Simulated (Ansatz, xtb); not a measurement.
## Ranking isomers of ClGeH6NSi

5 gas-phase structures of ClGeH6NSi, found in a search over its isomers (lower ones may exist). Each was relaxed with GFN2-xTB; where two conformers were screened, the lower at r2SCAN-D4/def2-SVP is listed:

A. `Cl[SiH2][NH][GeH3]`, a singlet
B. `[SiH3][NH][GeH2][Cl]`, a singlet
C. `N[Si@H](Cl)[GeH3]`, a singlet
D. `[NH2][Ge@H]([SiH3])[Cl]`, a singlet
E. `N[SiH2][GeH2][Cl]`, a singlet

Task: Estimate their order in r2SCAN-D4/def2-SVP energy at these geometries, lowest first.

Result: Calculated order at r2SCAN-D4/def2-SVP: C (0.0), A (3.5), B (13.3), E (22.9), D (38.9) kJ/mol. Less than 1 kcal/mol parts C and A, so the order within that pair means little.

Energies above the lowest of each column, in kJ/mol; the last columns are at B3LYP-D3(BJ)/def2-SVP geometries and were run for some of them only (a dash: not run or not comparable):

| structure | GFN2-xTB | HF/STO-3G | r2SCAN-D4/def2-SVP | B3LYP-D3(BJ)/def2-SVP | CCSD(T)/def2-SVP + ΔMP2/def2-TZVPP |
| --- | --- | --- | --- | --- | --- |
| C | 57.3 | 28.2 | 0.0 | 0.0 | 2.3 |
| A | 24.7 | 8.1 | 3.5 | 3.7 | 0.0 |
| B | 0.0 | 0.0 | 13.3 | 23.0 | 24.2 |
| E | 28.5 | 36.3 | 22.9 | 33.4 | 40.6 |
| D | 49.5 | 20.0 | 38.9 | – | – |

CCSD(T)/def2-SVP + ΔMP2/def2-TZVPP puts A lowest of those it was run on, with C within 1 kcal/mol; GFN2-xTB picks B, HF/STO-3G picks B. CCSD(T)/def2-SVP + ΔMP2/def2-TZVPP orders those it was run on as A (0.0), C (2.3), B (24.2), E (40.6) kJ/mol. Less than 1 kcal/mol parts A and C, so the order within that pair means little. Flexible structures stand in one conformer each, not always the lowest. Frequencies (B3LYP-D3(BJ)/def2-SVP) were run for A, B, C, E alone. ΔMP2 is the change of the MP2 energy from the smaller to the larger basis.

Over these structures GFN2-xTB departs from r2SCAN-D4/def2-SVP by 18.4 kJ/mol on average once a common shift is removed. A GFN2-xTB relaxation took about 0.1 s and the r2SCAN-D4/def2-SVP energy about 1.1 s on a shared host (Ansatz 0.2.0, xtb 6.7.1).
